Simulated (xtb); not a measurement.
BH3, SMILES B. All values are semi-empirical tight-binding results from xtb (GFN2-xTB unless named), good for trends rather than for accurate numbers. Geometry: GFN2-xTB. The isomer is the one that the SMILES or the coordinates give; other isomers of the formula were not compared.

Optimised geometry:

Bond lengths (Å): B1–H2 1.164, B1–H3 1.164, B1–H4 1.164. Angles (°): H2–B1–H3 120.0, H2–B1–H4 120.0, H3–B1–H4 120.0.

**Question.** Estimate the properties. (Estimate from the structure and the level; the computed values follow.)

**Answer.** 
```yaml
point_group_as_xtb_finds_it: D3h
orbital_gap: 4.49 eV
dipole_moment: 0.07 D
zero_point_energy: 16.2 kcal/mol
G − E(el) at 298.15 K (modified RRHO): 5.2 kcal/mol
static polarisability (D4 model): 17.4 bohr³
solvation energy, GFN2-xTB/ALPB(water): -0.8 kcal/mol
solvation energy, GFN2-xTB/ALPB(acetone): -1.5 kcal/mol
```

Computed IR lines (harmonic; lines under 4 % of the strongest left out, lines within 3 cm⁻¹ merged):
ν (cm⁻¹): 884 (vs), 1165 (m), 2731 (vs) (against the strongest line: vs over 80 %, s over 45 %, m over 15 %, w over 4 %, vw less)

Computed atomic charges:
charges (e) B1 0.24, H2 -0.08, H3 -0.08, H4 -0.08.
